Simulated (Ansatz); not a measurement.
C₄H₃S, SMILES c1c[c]cs1, multiplicity 2.

The structure is a stationary point at B3LYP-D3(BJ)/def2-SVP. The isomer is the one that the SMILES or the coordinates give; other isomers of the formula were not compared.

Two levels are set side by side: PBE/def2-SVPD (Ansatz, an electronic-structure program) and PBE0/def2-SVPD (Ansatz). Energy differences of separate SCF runs at the same geometry; the states with an electron removed or added have multiplicity 3 and 1. Differences are taken from unrounded values.

```tsv
quantity	PBE
vertical ionisation energy (eV)	9.15
vertical electron affinity (eV)	1.18
```

These are the PBE values. What does PBE0 give? (Estimate from the structure and the level; the computed values follow.)


```tsv
quantity	PBE0	PBE minus PBE0
vertical ionisation energy (eV)	9.16	0.00
vertical electron affinity (eV)	1.06	0.12
```
